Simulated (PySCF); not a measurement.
r2SCAN on Ru⁻ (ruthenium, charge -1)

Configuration: [Kr] 4d7 5s2, high-spin 4F determinant. Calculation: PySCF 2.14, in aug-cc-pVTZ-PP with one added diffuse shell each of s, p, d, f, g type with ECP28MDF (7s7p6d4f3g, 113 functions); scalar relativity through the core potential.

```json
{
 "Total energy": "-94.5565 hartree",
 "One-electron energy": "-167.9066 hartree",
 "Hartree (Coulomb) energy": "83.5932 hartree",
 "Exchange-correlation energy": "-10.2431 hartree",
 "⟨S²⟩": "3.8334",
 "⟨L²⟩": "12.041",
 "Sum of ⟨r⟩": "29.75 bohr",
 "Sum of ⟨r²⟩": "84.93 bohr²",
 "Traceless quadrupole moment −½Σ⟨3z² − r²⟩ along its main axis": "0.0117 e·bohr²",
 "Time after the integrals": "roughly 5 core-seconds"
}
```

```
shell  electrons  mean orbital energy (hartree)  spread (hartree)  rms radius, mean of both spins (bohr)
 4s α          1                       -2.74651                 0                                   1.09
 4s β          1                       -2.64261                 0                                   1.09
 4p α          3                       -1.60910                 0                                   1.22
 4p β          3                       -1.49765           0.00002                                   1.22
 4d α          5                       -0.02509           0.03638                                   2.00
 5s α          1                        0.00781                 0                                   4.78
 5s β          1                        0.03291                 0                                   4.78
 4d β          2                        0.04108           0.00015                                   2.00
```

Energies and moments cover only the electrons outside the core potential. ⟨S²⟩ = 3.83 against 3.75 shows spin contamination. At r2SCAN the highest occupied level has a positive energy, so only the finite basis holds that electron; in a semilocal or global hybrid functional this comes from self-interaction and does not mean that the real anion is unbound.
